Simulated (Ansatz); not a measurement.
Reaction (ligand exchange at the Si–O bond): `[AlH2][NH][SiH2]O[SiH3]` + `O[SiH2][AlH2]` → `[AlH2][SiH2]O[SiH3]` + `O[SiH2][NH][AlH2]`

Isolated molecules relaxed with PBE0-D4/def2-TZVP in Ansatz; ΔE leaves out vibrations. CCSD(T)/CBS adds triple-zeta CCSD(T) − MP2 to the extrapolated MP2 energy (def2 sets, frozen cores). DFT in def2-TZVPP. One conformer a species, not always the lowest.

Q: Is it downhill or uphill in electronic energy at CCSD(T)/CBS, and by how much? (Estimate.)

A: Computed: Nearly level: ΔE = +0.02 eV.

Q: What do these levels give: PBE-D4, B2PLYP, PBE, r2SCAN, PBE0, MP2/def2-TZVPP, CCSD/def2-TZVPP, CCSD(T)/def2-TZVPP, HF/def2-QZVPP, SCS-MP2/def2-QZVPP, HF/CBS(def2), CCSD/CBS(def2)? (Best estimate.)

A: Ansatz gave: PBE-D4 0.02, B2PLYP 0.02, PBE 0.02, r2SCAN 0.02, PBE0 0.02, MP2/def2-TZVPP 0.02, CCSD/def2-TZVPP 0.02, CCSD(T)/def2-TZVPP 0.02, HF/def2-QZVPP 0.03, SCS-MP2/def2-QZVPP 0.02, HF/CBS(def2) 0.03, CCSD/CBS(def2) 0.02 eV.

Largest T1 diagnostic among the species: 0.012.
